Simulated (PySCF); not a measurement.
# The second ionisation energy along the 3d series

Calculated with PySCF 2.14 from differences of total energies of unrestricted determinants, without spin-orbit coupling. Values in eV. The last column holds reference values (NIST; (s) semi-empirical, (t) theoretical, else measured). Unmarked ones compare directly (S terms, centres of terms, or small fine structure); those marked * lie between the lowest fine-structure levels and include a spin-orbit shift.

```
                           element             configurations     UHF     LDA     PBE    PBE0  MP2 (valence)  SCS-MP2 (valence)         reference
Sc (aug-cc-pVQZ-DK, spin-free X2C)    [Ar] 3d1 4s1 → [Ar] 3d1  12.220  13.288  13.126  12.948         12.318             12.253          12.800 *
Ti (aug-cc-pVQZ-DK, spin-free X2C)    [Ar] 3d2 4s1 → [Ar] 3d2  12.936  14.215  14.024  13.796         13.127             13.000          13.575 *
 V (aug-cc-pVQZ-DK, spin-free X2C)        [Ar] 3d4 → [Ar] 3d3  13.161  15.734  15.334  14.981         13.952             13.424  14.634 ± 0.007 *
Fe (aug-cc-pVQZ-DK, spin-free X2C)    [Ar] 3d6 4s1 → [Ar] 3d6  15.293  17.094  16.852  16.512         15.926             15.660          16.199 *
Zn (aug-cc-pVQZ-DK, spin-free X2C)  [Ar] 3d10 4s1 → [Ar] 3d10  16.856  19.025  18.725  18.331         17.939             17.769            17.964
```

Problem. Fill in the row of Cr (aug-cc-pVQZ-DK, spin-free X2C) ([Ar] 3d5 → [Ar] 3d4).

Solution. UHF 14.995; LDA 17.533; PBE 17.158; PBE0 16.801; MP2 (valence) 16.014; SCS-MP2 (valence) 15.335; reference 16.486 * (eV).

"Valence" correlates the outer s and p shells and, in groups 3 to 12 and the f block, the outer d or f shell, open or full, or the next shell where the ion has no valence electron left; the wider scheme adds the next inner shell.
